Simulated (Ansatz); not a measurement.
Job for Ansatz (a first-principles code): R-PBE/def2-TZVPP on Cl2Ge (SMILES [Cl][Ge][Cl]), atoms moved off the minimum.

Ansatz 0.2 input:
```yaml
crystal:
  periodic: [false, false, false]
  atoms:
    - {symbol: Ge, position_ang: [0.07087513, 0.03463010, 0.74157637]}
    - {symbol: Cl, position_ang: [1.09178113, 1.33351947, -0.70001267]}
    - {symbol: Cl, position_ang: [-1.15922943, -1.24500779, -0.67874040]}
basis:
  gaussian:
    orbitals: def2-TZVPP
hamiltonian:
  xc: {name: PBE}
scf: {lower_state_search: off}
output: {forces: true}
```

The head of its log:

```
WARN ansatz: RAYON_NUM_THREADS=6 ignored (pool sized by the plan → 6); use --threads N
Functional definition: PBE
these checks for a lower state are left out or cut short: stability, starts, cluster_reference, orbital_swaps, neighbouring_geometries, increment
integrals: 0.06 GiB planned
946 factors; their error is unknown
mean field: 0.41 GiB planned
mean field evaluation 1: about -81546.4761 eV, gradient 3.0e1 eV
mean field evaluation 2: about -81536.9537 eV, gradient 7.0e1 eV
```

### Question
Give the final energy of this run.

### Answer
-2996.8356 hartree.
